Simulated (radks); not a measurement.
Q: All-electron atom: Cd3+ in [Kr] 4d8.75 4f0.25 (fractional occupations, a model configuration). Calculated with a radial shooting solver on a logarithmic mesh with Libxc functionals: Dirac Kohn-Sham, LDA (Slater exchange, Perdew-Wang correlation), spin-unpolarised, spherical densities, point nucleus; open shells are shared between the two j in proportion to 2j + 1. Some entries of the table are withheld. Estimate them.

orbital,occ.,eigenvalue (hartree),r(max) (bohr)
1s1/2,2,-974.4601,0.01970
2s1/2,2,-145.8890,0.1115
2p1/2,2,-135.9926,(1)
2p3/2,4,-128.9302,(2)
3s1/2,2,-28.33623,0.3244
3p1/2,2,(3),0.3106
3p3/2,4,(4),0.3207
3d3/2,4,-16.04993,0.2637
3d5/2,6,-15.79323,0.2666
4s1/2,2,-5.28804,0.7935
4p1/2,2,-4.00323,0.8253
4p3/2,4,-3.78234,0.8502
4d3/2,3.5,-1.79191,0.9593
4d5/2,5.25,-1.76275,0.9693
4f5/2,0.107143,-0.38919,3.748
4f7/2,0.142857,-0.38911,3.750

A: 
(1) 2p1/2 r(max) (bohr): 0.08598
(2) 2p3/2 r(max) (bohr): 0.09033
(3) 3p1/2 eigenvalue (hartree): -24.36543
(4) 3p3/2 eigenvalue (hartree): -23.10382
